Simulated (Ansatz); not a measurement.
System: CH₄N, charge -1, singlet. CH4N- (parent SMILES [NH]C, singlet).
B3LYP-D3(BJ)/def2-TZVP minimum from Ansatz (a program for electronic structure):
```
C
H 1 1.1082
N 1 1.4206 2 109.69
H 3 1.0278 1 106.57 2 -180.00
H 1 1.1411 2 103.07 3 127.34
H 1 1.1411 2 103.07 5 105.33
```
Charge -1, spin multiplicity 1.

Total energies in aug-cc-pVDZ, 14 correlated electrons, 2 frozen orbitals. Radicals and triplets start from unrestricted determinants; spin-orbit coupling is neglected. Cores are frozen in correlated methods. No relativity. The spin of CH4N- (parent SMILES C[NH], singlet) was assumed, and the state is the lowest solution found for it.

```json
[
 {"method": "HF", "program": "Ansatz", "energy (Eh)": "-94.56054", "minus CCSDT(Q) (mEh)": "400.76"},
 {"method": "MP2", "program": "Ansatz", "energy (Eh)": "-94.92363", "minus CCSDT(Q) (mEh)": "37.68"},
 {"method": "CCSD", "program": "Ansatz", "energy (Eh)": "-94.94575", "minus CCSDT(Q) (mEh)": "15.56"},
 {"method": "CCSD(T)", "program": "Ansatz", "energy (Eh)": "-94.95982", "minus CCSDT(Q) (mEh)": "1.48"},
 {"method": "CCSDT(Q)", "program": "Ansatz", "energy (Eh)": "-94.96131", "minus CCSDT(Q) (mEh)": "0.00"}
]
```

Rough core times of Ansatz's runs on a shared machine: CCSD(T) under 20 s, CCSDT(Q) 5 min.
